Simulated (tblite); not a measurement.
Record of a relaxation.

Compound: C3H9BSi.
Atom-mapped SMILES: `[BH2:1][C@@H:2]([SiH3:3])[CH:4]=[CH2:5]` (hydrogens: H6, H7 on B1; H8 on C2; H9, H10, H11 on Si3; H12 on C4; H13, H14 on C5)

Computed with GFN2-xTB (tblite), gas phase: L-BFGS steps from a force-field or distance-geometry start until the largest atomic force falls under 0.01 eV/Å. 5 of its 87 geometries are shown.

Step 0: E = -378.7242 eV, largest atomic force 1.659 eV/Å
```
atom  x, y, z in Å  |  force x, y, z in eV/Å
B1     -0.185    1.803   -0.258   -0.235  -0.009  -0.186
C2      0.047    0.344    0.297    1.256   1.083   0.045
Si3    -1.581   -0.437    0.765   -1.116  -0.356   0.094
C4      0.733   -0.495   -0.745    1.090  -0.606   0.912
C5      1.910   -1.095   -0.500   -0.822   0.300  -0.600
H6     -0.844    1.970   -1.236    0.374  -0.079   0.315
H7      0.268    2.743    0.297   -0.173  -0.229  -0.099
H8      0.672    0.420    1.235   -0.328  -0.387  -0.890
H9     -2.252    0.387    1.783    0.040  -0.051  -0.044
H10    -2.447   -0.524   -0.429    0.094  -0.026   0.187
H11    -1.363   -1.785    1.297    0.056  -0.003  -0.008
H12     0.251   -0.650   -1.700   -0.092   0.204   0.114
H13     2.417   -0.981    0.454   -0.077  -0.104  -0.388
H14     2.376   -1.700   -1.283   -0.065   0.262   0.548
```

Step 22: E = -378.9203 eV, largest atomic force 0.131 eV/Å
```
atom  x, y, z in Å  |  force x, y, z in eV/Å
B1     -0.212    1.815   -0.251   -0.014  -0.015  -0.042
C2      0.112    0.400    0.283   -0.025   0.016   0.096
Si3    -1.580   -0.397    0.780    0.053   0.057  -0.034
C4      0.739   -0.514   -0.709    0.006   0.077   0.023
C5      1.886   -1.145   -0.527   -0.004  -0.025  -0.039
H6     -0.487    1.932   -1.384   -0.009   0.117   0.027
H7     -0.181    2.751    0.457   -0.064  -0.098  -0.059
H8      0.704    0.414    1.202    0.047  -0.029  -0.006
H9     -2.263    0.415    1.791    0.043  -0.035   0.019
H10    -2.451   -0.507   -0.391    0.001  -0.037  -0.002
H11    -1.244   -1.731    1.292   -0.066   0.049   0.007
H12     0.213   -0.610   -1.651    0.013  -0.016   0.015
H13     2.454   -1.061    0.386   -0.043  -0.002  -0.009
H14     2.309   -1.763   -1.300    0.062  -0.060   0.003
```

Step 43: E = -378.9360 eV, largest atomic force 0.044 eV/Å
```
atom  x, y, z in Å  |  force x, y, z in eV/Å
B1     -0.246    1.817   -0.255    0.022  -0.005   0.010
C2      0.135    0.407    0.255    0.008  -0.024  -0.034
Si3    -1.554   -0.376    0.777   -0.040  -0.018   0.007
C4      0.761   -0.512   -0.732    0.022  -0.017  -0.020
C5      1.887   -1.175   -0.529   -0.021  -0.003   0.012
H6     -0.454    2.007   -1.391   -0.014  -0.007   0.010
H7     -0.346    2.698    0.508   -0.015   0.013  -0.004
H8      0.737    0.421    1.167    0.004   0.020   0.026
H9     -2.204    0.441    1.804    0.009  -0.001  -0.003
H10    -2.442   -0.504   -0.381    0.007   0.003   0.008
H11    -1.268   -1.710    1.314    0.021   0.030  -0.013
H12     0.246   -0.605   -1.680    0.001   0.011   0.004
H13     2.431   -1.094    0.400   -0.008  -0.021  -0.019
H14     2.317   -1.817   -1.280    0.005   0.018   0.018
```

Step 64: E = -378.9383 eV, largest atomic force 0.035 eV/Å
```
atom  x, y, z in Å  |  force x, y, z in eV/Å
B1     -0.268    1.819   -0.259   -0.002  -0.019   0.003
C2      0.150    0.420    0.246   -0.011  -0.008   0.019
Si3    -1.539   -0.368    0.775    0.014   0.005   0.000
C4      0.779   -0.497   -0.739    0.011   0.033   0.000
C5      1.876   -1.203   -0.517   -0.008  -0.017  -0.005
H6     -0.507    1.997   -1.391    0.005   0.005   0.006
H7     -0.386    2.700    0.503    0.003   0.009  -0.006
H8      0.748    0.440    1.163   -0.011   0.000  -0.026
H9     -2.184    0.441    1.811    0.001   0.007   0.006
H10    -2.440   -0.499   -0.371    0.002  -0.001  -0.011
H11    -1.230   -1.698    1.306    0.010  -0.016   0.002
H12     0.298   -0.545   -1.708   -0.007   0.003   0.007
H13     2.390   -1.176    0.431   -0.012   0.013   0.005
H14     2.312   -1.831   -1.275    0.005  -0.013   0.001
```

Step 86: E = -378.9393 eV, largest atomic force 0.009 eV/Å
```
atom  x, y, z in Å  |  force x, y, z in eV/Å
B1     -0.277    1.833   -0.264    0.001  -0.001  -0.001
C2      0.153    0.437    0.240   -0.003   0.002   0.008
Si3    -1.520   -0.379    0.776    0.006   0.003   0.000
C4      0.782   -0.479   -0.746   -0.007   0.006   0.002
C5      1.851   -1.220   -0.505    0.000  -0.006  -0.001
H6     -0.519    2.008   -1.396    0.001   0.004   0.003
H7     -0.396    2.715    0.496   -0.001   0.000  -0.004
H8      0.754    0.463    1.153   -0.004  -0.004  -0.005
H9     -2.168    0.417    1.820   -0.002   0.000  -0.003
H10    -2.422   -0.517   -0.369   -0.002   0.000   0.002
H11    -1.185   -1.706    1.296    0.002  -0.003   0.002
H12     0.318   -0.504   -1.723    0.001   0.001  -0.007
H13     2.339   -1.214    0.457    0.007   0.002   0.004
H14     2.289   -1.855   -1.256    0.001  -0.002  -0.001
```

Task: Summarise the path.

Result: The energy falls by 20.75 kJ/mol from step 0 to step 86; nine tenths of that is first reached at step 22. It falls at every step. The largest force goes from 1.659 to 0.009 eV/Å. Among the bonds C2–Si3 changes most, from 1.865 to 1.937 Å; the atoms move by 0.248 Å rms after alignment.

Task: Follow the three bonds and two angles with the largest change from start to end.

Result: 
| step | E above end (kJ/mol) | largest force (eV/Å) | C2–Si3 (Å) | C2–H8 (Å) | B1–C2 (Å) | B1–C2–C4 (°) | B1–C2–Si3 (°) |
| --- | --- | --- | --- | --- | --- | --- | --- |
| 0 | 20.75 | 1.659 | 1.865 | 1.129 | 1.579 | 109.8 | 110.3 |
| 4 | 9.70 | 0.193 | 1.927 | 1.097 | 1.554 | 112.6 | 109.3 |
| 7 | 8.68 | 0.155 | 1.919 | 1.090 | 1.558 | 112.5 | 109.2 |
| 11 | 7.42 | 0.250 | 1.941 | 1.098 | 1.558 | 112.5 | 107.7 |
| 15 | 4.63 | 0.204 | 1.937 | 1.095 | 1.546 | 113.1 | 105.7 |
| 19 | 2.95 | 0.193 | 1.932 | 1.094 | 1.549 | 113.9 | 106.8 |
| 22 | 1.82 | 0.131 | 1.935 | 1.093 | 1.547 | 114.8 | 106.4 |
| 26 | 1.01 | 0.117 | 1.930 | 1.093 | 1.546 | 114.6 | 105.6 |
| 30 | 0.71 | 0.061 | 1.934 | 1.094 | 1.547 | 115.5 | 105.0 |
| 34 | 0.54 | 0.065 | 1.932 | 1.092 | 1.546 | 115.8 | 104.9 |
| 37 | 0.45 | 0.043 | 1.937 | 1.094 | 1.548 | 116.3 | 104.6 |
| 41 | 0.36 | 0.033 | 1.935 | 1.093 | 1.547 | 116.5 | 104.2 |
| 45 | 0.27 | 0.036 | 1.936 | 1.094 | 1.546 | 116.9 | 103.7 |
| 49 | 0.23 | 0.031 | 1.935 | 1.094 | 1.545 | 116.9 | 103.5 |
| 52 | 0.21 | 0.022 | 1.935 | 1.093 | 1.545 | 117.1 | 103.3 |
| 56 | 0.18 | 0.030 | 1.937 | 1.094 | 1.546 | 117.3 | 103.1 |
| 60 | 0.14 | 0.035 | 1.935 | 1.093 | 1.545 | 117.1 | 103.1 |
| 64 | 0.09 | 0.035 | 1.938 | 1.094 | 1.545 | 117.2 | 102.8 |
| 67 | 0.07 | 0.011 | 1.938 | 1.094 | 1.545 | 117.1 | 102.7 |
| 71 | 0.05 | 0.029 | 1.936 | 1.093 | 1.545 | 116.9 | 102.9 |
| 75 | 0.03 | 0.019 | 1.938 | 1.094 | 1.545 | 117.1 | 102.9 |
| 79 | 0.02 | 0.010 | 1.936 | 1.093 | 1.544 | 117.1 | 103.1 |
| 82 | 0.01 | 0.018 | 1.936 | 1.093 | 1.545 | 117.1 | 103.3 |
| 86 | 0.00 | 0.009 | 1.937 | 1.094 | 1.545 | 117.3 | 103.3 |

What follows is the cost of the whole relaxation. On one thread of an Arm Neoverse N1, shared host with 64 logical CPUs at a one-minute load of 57, this took 0.65 s.
